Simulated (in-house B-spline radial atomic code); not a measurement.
Checks on a self-consistent run for Ne⁶⁺, 1s1 2s2 2p1. Level of theory: Dirac-Hartree-Fock, average of configuration, Fermi nucleus of rms radius 3.0055 fm; calculated with a B-spline radial code for spherical atoms.

```json
{"orbital": "1s1/2", "q": "1", "ε (Eh)": "-44.43763", "<1/r>": "9.89687", "<r²>": "0.0319232", "small-component weight": "0.0012994"}
{"orbital": "2s1/2", "q": "2", "ε (Eh)": "-7.94657", "<1/r>": "2.20711", "<r²>": "0.544259", "small-component weight": "0.0002585"}
{"orbital": "2p1/2", "q": "0.33333", "ε (Eh)": "-7.66095", "<1/r>": "2.15501", "<r²>": "0.419576", "small-component weight": "0.00024654"}
{"orbital": "2p3/2", "q": "0.66667", "ε (Eh)": "-7.65083", "<1/r>": "2.14993", "<r²>": "0.420808", "small-component weight": "0.00024617"}
```

Electron-electron repulsion V_ee = 9.4855 hartree.

Question: What total energy follows from the eigenvalues?

Answer: The eigenvalues count the repulsion twice, so E = Σqε - V_ee = -67.985 - 9.486 = -77.471 hartree; the run printed -77.471.

Question: Does the Dirac virial theorem hold?

Answer: For a point nucleus E = -2c²Σq·w, with w the small-component weight. Here Σq·w = 0.0020627 and c = 137.0360, so the ratio E/(-2c²Σq·w) is 1.000001.

Question: What diamagnetic shielding (Lamb formula) and susceptibility (Langevin formula) do the radii give?

Answer: σ = (α²/3)Σq<1/r> = 16.4627/(3·137.036²) = 292.22 ppm, and χ = -0.79199×10⁻⁶·Σq<r²> = -1.22×10⁻⁶ cm³/mol with Σq<r²> = 1.5408 bohr². Both are non-relativistic formulas without the paramagnetism of open shells.
